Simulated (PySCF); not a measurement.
hexafluorocyclobutene (C4F6), SMILES C1(F)(C(F)=C(F)C1(F)F)F. Atoms are numbered in the order given.

```xyz
10

F     -1.5955     0.0000    -1.8962
C     -0.6724     0.0000    -0.9691
C      0.6724     0.0000    -0.9691
F      1.5955     0.0000    -1.8962
C      0.7858     0.0000     0.5339
F      1.3445    -1.0885     1.0932
F      1.3445     1.0885     1.0932
C     -0.7858     0.0000     0.5339
F     -1.3445     1.0885     1.0932
F     -1.3445    -1.0885     1.0932
```
Charge 0, spin multiplicity 1.

Coordinates come from a B3LYP-D3(BJ)/def2-SVP optimisation.

These are PBE/def2-SVP run with PySCF values and carry that method's errors.

Symmetry labels are those of the subgroup C2v that the program uses (full group C2v).

**Question.** List the valence orbital energies around the gap with their symmetry. (The exact figures need the calculation; the answer reports its results.)

**Answer.** 
```
orbital  symmetry  energy (eV)
-------  --------  -----------
HOMO−7         B2       -10.60
HOMO−6         A2       -10.14
HOMO−5         B2       -10.04
HOMO−4         A1        -9.84
HOMO−3         A2        -9.59
HOMO−2         B1        -9.37
HOMO−1         A1        -7.64
HOMO           B2        -7.35
LUMO           A2        -1.75
LUMO+1         A1        -0.18
LUMO+2         B2         1.42
LUMO+3         B1         2.97
```
